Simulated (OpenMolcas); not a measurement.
Co4+ among 8 point charges of -1.5 e arranged as a cube (Oh), 2.18 Å from the ion.

* Program: OpenMolcas
* Method: SS-CASPT2, IPEA 0.25 Eh, imaginary shift 0.1 Eh (closed shells correlated: 3s 3p)
* Basis: ANO-RCC-VDZP [5s4p2d1f]
* Scalar Hamiltonian: DKH2, point nucleus
* Active space: 5 electrons in 5 orbitals (3d)
* State averaging: 2S+1 = 6 even, 1 root; 2S+1 = 4 even, 24 roots; 2S+1 = 2 even, 75 roots
* Spin-orbit coupling: state interaction with AMFI integrals over the reference wave functions

**Question.** What is the spin-free ground state (labels of O, the rotations of Oh)?

**Answer.** 6A1, 1-fold in its orbital part, 100 % from free-ion S terms; it has the highest spin that d5 allows.

**Question.** What are the lowest two levels with spin-orbit coupling?

**Answer.** A 6-fold level, then a 4-fold level Γ8 39870 cm-1 above it. Their leading multiplicities are 6 (100 %) and 4 (100 %).

**Question.** What is χT at 300 K, and how does it compare with the textbook value?

**Answer.** The lowest level has 2S+1 = 6, for which the spin-only value is χT = S(S+1) / 2 = 4.375 cm3 K/mol (g = 2). The computed 4.385 at 300 K differs by +0.010, little more than the free-electron g of 2.0023 accounts for.

Roots that are degenerate in the reference are averaged as groups; the widest CASPT2 spread within a group is 110 cm-1 (the 3-fold group of multiplicity 4 near 65400 cm-1 above the lowest state of its run). Shifts and gaps below about the spread of the groups concerned are not significant. Point charges give a weaker field than real ligands, and real ions of this kind are often low spin; the high spin found here belongs to the model. Free-ion shares, where given, are those of the reference states; single-state CASPT2 does not remix them. Point charges carry no covalency, so the field is a model and not that of real ligands. No measured value stands beside these numbers.
